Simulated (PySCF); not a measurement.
**Two-dimensional NMR puzzle**

Compound of formula C5H10N2. Correlations simulated from computed shifts and the bond graph:

HSQC (one-bond C–H):
| δH | δC |
| --- | --- |
| 5.66 | 127.5 |
| 3.88 | 59.6 |
| 3.62 | 60.0 |
| 3.40 | 46.9 |

COSY cross peaks (H two or three bonds apart, from the bond graph; peaks can be absent where the dihedral angle is near 90°):
| δH | δH |
| --- | --- |
| 5.66 | 3.88 |

HMBC (two and three bonds, from the bond graph):
| δH | δC |
| --- | --- |
| 5.66 | 160.6, 60.0, 59.6, 46.9 |
| 3.88 | 160.6, 127.5, 60.0 |
| 3.62 | 160.6, 127.5, 59.6, 46.9 |
| 3.40 | 160.6, 127.5, 60.0 |

Carbons without hydrogens: δ 160.6.

PySCF calculation with PBE0/pcSseg-1 with gauge-including orbitals and coordinates at the GFN2-xTB level; no relativistic terms, in vacuum, one conformer, rapidly exchanging positions averaged.

Shifts are taken against calculated references (same method and geometry level): ¹H (31.72 ppm), ¹³C (186.93 ppm) vs TMS.

Exchangeable hydrogens are left out of these lists.

Work out the connectivity.

Results:

SMILES NCC1=CCNC1.

Numbering as in the mapped SMILES `[NH2:1][CH2:2][C:3]1=[CH:4][CH2:5][NH:6][CH2:7]1`. Hydrogens are named by the atom that carries them.

δC 160.6 is C3, a fully substituted alkene carbon. δC 127.5 is C4, an alkene CH (δH 5.66). δC 60.0 is C7, an allylic sp3 CH2 bonded to N (δH 3.62). δC 59.6 is C5, an allylic sp3 CH2 bonded to N (δH 3.88). δC 46.9 is C2, an allylic sp3 CH2 bonded to N (δH 3.40). HMBC from δH 5.66 reaches the proton-free carbon C3. HMBC from δH 3.88 reaches the proton-free carbon C3. HMBC from δH 3.62 reaches the proton-free carbon C3. HMBC from δH 3.40 reaches the proton-free carbon C3. COSY links 5.66–3.88.

The data come from this structure; uniqueness wasn't tested.

Exchangeable OH/NH protons stand at their gas-phase positions; hydrogen bonding in a real sample shifts them, mostly to higher δ. Shifts are as computed. Against solution values, carbons near 30 ppm lie about +3 ppm off and those near 130 ppm about +5 ppm. Of 1211 compounds with measured shifts, 218 miss one by over three times the rms of a fit or turn the order of signals round; such compounds aren't used in these exercises.
